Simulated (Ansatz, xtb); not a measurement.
# C4H6O2S: 6 structures ranked

6 gas-phase structures of C4H6O2S, from a drawn sample of its isomers (lower ones may exist). Each was relaxed with GFN2-xTB; where two conformers were screened, the lower at r2SCAN-D4/def2-SVP is listed:

A. `CSCC(=O)C=O`, a singlet
B. `O=CO[C@@H]1C[C@@H]1S`, a singlet
C. `CS/C=C/C(=O)O`, a singlet
D. `CS/C=C\OC=O`, a singlet
E. `CC(=O)O[C@@H]1CS1`, a singlet
F. `C[C@@H]1C(=O)C[S@@]1=O`, a singlet

**Question.** Estimate their order in r2SCAN-D4/def2-SVP energy at these geometries, lowest first.

**Answer.** Calculated order at r2SCAN-D4/def2-SVP: C (0.0), E (35.8), D (79.4), A (87.3), B (107.8), F (200.2) kJ/mol.

Energies above the lowest of each column, in kJ/mol; the last columns are at PBE0-D3(BJ)/def2-SVP geometries and were run for some of them only (a dash: not run or not comparable):

```csv
structure,GFN2-xTB,HF/STO-3G,r2SCAN-D4/def2-SVP,PBE0-D3(BJ)/def2-SVP,CCSD(T)/def2-SVP + ΔMP2/def2-TZVPP
C,26.6,32.1,0.0,0.0,0.0
E,0.0,0.0,35.8,27.8,35.7
D,70.4,55.8,79.4,78.1,74.9
A,125.2,77.7,87.3,–,–
B,59.6,78.6,107.8,–,–
F,76.4,421.5,200.2,–,–
```

CCSD(T)/def2-SVP + ΔMP2/def2-TZVPP puts C lowest of those it was run on; GFN2-xTB picks E, HF/STO-3G picks E. Flexible structures stand in one conformer each, not always the lowest. Frequencies (GFN2-xTB) were run for C, D, E alone. ΔMP2 is the change of the MP2 energy from the smaller to the larger basis.

Over these structures GFN2-xTB departs from r2SCAN-D4/def2-SVP by 43.9 kJ/mol on average once a common shift is removed. A GFN2-xTB relaxation took about 0.11 s and the r2SCAN-D4/def2-SVP energy about 1.8 s on a shared host (Ansatz 0.2.0, xtb 6.7.1).
